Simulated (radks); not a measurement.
Problem. The ruthenium ion Ru5+, configuration [Kr] 4d3. Method: scalar-relativistic Kohn-Sham, PBE, spin-unpolarised, spherical densities, finite nucleus; Fermi nuclear charge, rms radius 4.4809 fm; computed with a radial shooting solver on a logarithmic mesh with Libxc functionals. Some entries of the table are withheld. Estimate them.

orbital,occ.,eigenvalue (hartree),r(max) (bohr)
1s,2,-808.7867,0.02172
2s,2,(1),0.1229
2p,6,-106.4608,0.09824
3s,2,-23.02878,0.3615
3p,6,-19.05226,0.3547
3d,10,-12.65836,0.3009
4s,2,-5.30279,(2)
4p,6,-4.16112,0.9677
4d,3,-2.48168,(3)

Solution. 
(1) 2s eigenvalue (hartree): -118.5602
(2) 4s r(max) (bohr): 0.9068
(3) 4d r(max) (bohr): 1.120
